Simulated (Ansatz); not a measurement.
Stepwise reaction of `[CH3][Ge]([CH3])([Cl])[Cl]` with hydrogen, as a gas-phase model of exchange steps in deposition or etching. ΔE in kJ/mol; ΔG adds harmonic PBE0-D4 terms to CCSD(T)/CBS, at 1 bar.

Calculated with Ansatz (gas phase, PBE0-D4/def2-TZVP geometries, no zero-point term in ΔE). CCSD(T)/CBS is the MP2 limit (def2-TZVPP, def2-QZVPP) plus CCSD(T) − MP2 in def2-TZVPP, frozen cores. This one scheme is used for every species. Functionals use def2-TZVPP. B3LYP here is the variant with VWN-RPA as its local correlation; programs differ in this. For Ge outer-core shells are correlated without core-valence functions, which leaves a few kJ/mol of doubt a bond. Scalar relativity is left out up to krypton.

| step | reaction | PBE-D4 | B3LYP-D4 | ωB97M-V | CCSD(T)/CBS | ΔG(500 K) |
| --- | --- | --- | --- | --- | --- | --- |
| 1 | `[CH3][Ge]([CH3])([Cl])[Cl]` + H₂ → `[CH3][GeH]([CH3])[Cl]` + HCl | 70.8 | 71.2 | 69.7 | 68.0 | 58.4 |
| 2 | `[CH3][GeH]([CH3])[Cl]` + H₂ → `[CH3][GeH2][CH3]` + HCl | 70.7 | 72.1 | 71.4 | 70.0 | 66.7 |

By hand: ΔE of the 2 steps together at CCSD(T)/CBS.

(68.0) + (70.0) = 138.0 kJ/mol, or 69.0 kJ/mol a step.

In ΔE the steps differ by no more than 2.0 kJ/mol. All are uphill at CCSD(T)/CBS. ΔG lies between 58.4 and 66.7 kJ/mol a step. PBE-D4 differs from CCSD(T)/CBS by 0.7 to 2.8 kJ/mol a step. Only this route is followed, and other bonds may react first. Isolated molecules leave out the surface, adducts and barriers. Largest T1 diagnostic: 0.010.
